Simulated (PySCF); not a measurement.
**How methods differ on the excitation energy of N²⁺**

N²⁺ [He] 2s2 2p1 (2P) → N²⁺ [He] 2s2 3s1 (2S), as a difference of total energies. All numbers are calculated (PySCF 2.14, scalar relativity by spin-free X2C-1e, in dyall-av3z). Correlated levels: valence: 1s2 frozen; virtual orbitals above 40 to 60 times the deepest correlated orbital energy dropped. The calculations carry no spin-orbit coupling.

| method | excitation energy (cm⁻¹) |
| --- | --- |
| UHF | 222990 |
| LDA | 222940 |
| PBE | 223630 |
| PBE0 | 224240 |
| r2SCAN | 228090 |
| TPSSh | 226520 |
| BP86 | 224000 |
| PBEsol | 222420 |
| MP2 (valence) | 221270 |

Q: Estimate what revPBE gives.

A: 223350 cm⁻¹, closest to PBE among the rows shown.

Q: Estimate what SCS-MP2 (valence) gives.

A: 221040 cm⁻¹, closest to MP2 (valence) among the rows shown.

A first-order spin-orbit estimate (lowest level to lowest level, LS coupling) adds 0.015 eV.

The promoted electron is Rydberg-like, and one or two diffuse shells describe it only roughly, which tends to raise the upper state.
